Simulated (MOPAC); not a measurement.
Input file for MOPAC: PM3 on H3NSSn (SMILES [NH2][Sn][SH]), a point of a torsion scan.

```
PM3 1SCF PRECISE CHARGE=0 THREADS=1
H3NSSn

N     -1.26722372 1     0.07771533 1     0.09310045 1
Sn     0.19718939 1    -0.91585019 1     1.11744218 1
S      2.01037455 1    -0.37196780 1    -0.45243550 1
H     -2.23805555 1     0.10331616 1     0.37230894 1
H     -1.18283890 1     0.64479593 1    -0.74002578 1
H      1.24976158 1    -0.29946916 1    -1.53015270 1
```

Output:

```
*******************************************************************************
 **                                                                           **
 **                              MOPAC v23.2.5                                **
 **                                                                           **
 *******************************************************************************
 ** MOPAC's Digital Object Identifier: https://doi.org/10.5281/zenodo.6511958 **
 **                                                                           **
 ** Please cite the open-source release paper for use of this MOPAC version:  **
 ** J. E. Moussa and J. J. P. Stewart (2026)                                  **
 ** MOPAC: An open-source semiempirical molecular orbital program             **
 ** J. Open Source Softw., 11(119), 8025, https://doi.org/10.21105/joss.08025 **
 *******************************************************************************

                              PM3 CALCULATION RESULTS

 *******************************************************************************
 *  PM3        - The PM3 Hamiltonian to be used
 *
 *
 *
 *                 CHARGE ON SYSTEM = 0
 *
 *
 *
 *  PRECISE    - TIGHTER CRITERIA TO BE USED
 *  1SCF       - DO 1 SCF AND THEN STOP
 *  THREADS=1  - MULTI-THREADING NOT USED
 *  T=         - A TIME OF 172800.0 SECONDS REQUESTED
 *  DUMP=N     - RESTART FILE WRITTEN EVERY 7200.0 SECONDS REQUESTED
 *******************************************************************************
PM3 1SCF PRECISE CHARGE=0 THREADS=1
 H3NSSn

   ATOM   CHEMICAL          X               Y               Z
  NUMBER   SYMBOL      (ANGSTROMS)     (ANGSTROMS)     (ANGSTROMS)

     1       N         -1.26722372  *   0.07771533  *   0.09310045  *
     2      Sn          0.19718939  *  -0.91585019  *   1.11744218  *
     3       S          2.01037455  *  -0.37196780  *  -0.45243550  *
     4       H         -2.23805555  *   0.10331616  *   0.37230894  *
     5       H         -1.18283890  *   0.64479593  *  -0.74002578  *
     6       H          1.24976158  *  -0.29946916  *  -1.53015270  *



          CARTESIAN COORDINATES

    NO.       ATOM           X           Y           Z

     1         N         -1.2672      0.0777      0.0931
     2        Sn          0.1972     -0.9159      1.1174
     3         S          2.0104     -0.3720     -0.4524
     4         H         -2.2381      0.1033      0.3723
     5         H         -1.1828      0.6448     -0.7400
     6         H          1.2498     -0.2995     -1.5302

  H: (PM3): J. J. P. STEWART, J. COMP. CHEM. 10, 209 (1989).
  N: (PM3): J. J. P. STEWART, J. COMP. CHEM. 10, 209 (1989).
  S: (PM3): J. J. P. STEWART, J. COMP. CHEM. 10, 209 (1989).
 Sn: (PM3): J. J. P. STEWART, J. COMP. CHEM. 12, 320-341 (1991).

           Empirical Formula: H3 N Sn S  =     6 atoms



      MOLECULAR POINT GROUP   :   C1


      RHF CALCULATION, NO. OF DOUBLY OCCUPIED LEVELS = 9


 -------------------------------------------------------------------------------
 PM3 1SCF PRECISE CHARGE=0 THREADS=1
 H3NSSn



     1SCF WAS SPECIFIED, SO BFGS WAS NOT USED
     SCF FIELD WAS ACHIEVED


                              PM3 CALCULATION
                                                       MOPAC v23.2.5 Linux




          FINAL HEAT OF FORMATION =          6.49951 KCAL/MOL =      27.19393 KJ/MOL


          COSMO AREA              =        121.23 SQUARE ANGSTROMS
          COSMO VOLUME            =        113.34 CUBIC ANGSTROMS

          IONIZATION POTENTIAL    =          9.276335 EV
          HOMO LUMO ENERGIES (EV) =         -9.276 -1.660
          NO. OF FILLED LEVELS    =          9
          MOLECULAR WEIGHT        =        167.7804         POINT GROUP:  C1

          MOLECULAR DIMENSIONS (Angstroms)

            Atom       Atom       Distance
            H     4    S     3     4.35376
           Sn     2    H     5     2.53628
            H     6    H     5     0.72160


          SCF CALCULATIONS        =          1





   ATOM   CHEMICAL          X               Y               Z
  NUMBER   SYMBOL      (ANGSTROMS)     (ANGSTROMS)     (ANGSTROMS)

     1       N         -1.26722372  *   0.07771533  *   0.09310045  *
     2      Sn          0.19718939  *  -0.91585019  *   1.11744218  *
     3       S          2.01037455  *  -0.37196780  *  -0.45243550  *
     4       H         -2.23805555  *   0.10331616  *   0.37230894  *
     5       H         -1.18283890  *   0.64479593  *  -0.74002578  *
     6       H          1.24976158  *  -0.29946916  *  -1.53015270  *

                             CARTESIAN COORDINATES

   1    N       -1.267223720     0.077715330     0.093100450
   2   Sn        0.197189390    -0.915850190     1.117442180
   3    S        2.010374550    -0.371967800    -0.452435500
   4    H       -2.238055550     0.103316160     0.372308940
   5    H       -1.182838900     0.644795930    -0.740025780
   6    H        1.249761580    -0.299469160    -1.530152700


           Empirical Formula: H3 N Sn S  =     6 atoms



      MOLECULAR POINT GROUP   :   C1


                  EIGENVALUES
 -28.38641 -26.28566 -15.73660 -15.08403 -14.15546 -11.30081 -10.49984  -9.61970
  -9.27633  -1.66046  -1.18514  -0.15628   1.14852   3.83887   4.71222


              NET ATOMIC CHARGES AND DIPOLE CONTRIBUTIONS

  ATOM NO.   TYPE          CHARGE      No. of ELECS.   s-Pop       p-Pop
    1          N          -0.340292        5.3403     1.44588     3.89441
    2         Sn           0.546733        3.4533     1.82301     1.63026
    3          S          -0.339214        6.3392     1.91437     4.42484
    4          H           0.061496        0.9385     0.93850
    5          H           0.057646        0.9424     0.94235
    6          H           0.013630        0.9864     0.98637
 DIPOLE           X         Y         Z       TOTAL
 POINT-CHG.    -1.593    -1.737     3.324     4.075
 HYBRID        -2.014     1.943    -3.555     4.524
 SUM           -3.607     0.207    -0.231     3.621


          ATOMIC ORBITAL ELECTRON POPULATIONS

     Atom    s        px        py        pz
    1  N   1.44588   1.12388   1.49315   1.27738
    2 Sn   1.82301   0.47318   0.49726   0.65981
    3  S   1.91437   1.38323   1.85974   1.18187
    4  H   0.93850
    5  H   0.94235
    6  H   0.98637

 **********************
 *                    *
 * JOB ENDED NORMALLY *
 *                    *
 **********************




 == MOPAC DONE ==
```

The run finished.

Cost: about 0.03 core-seconds (a rough figure).
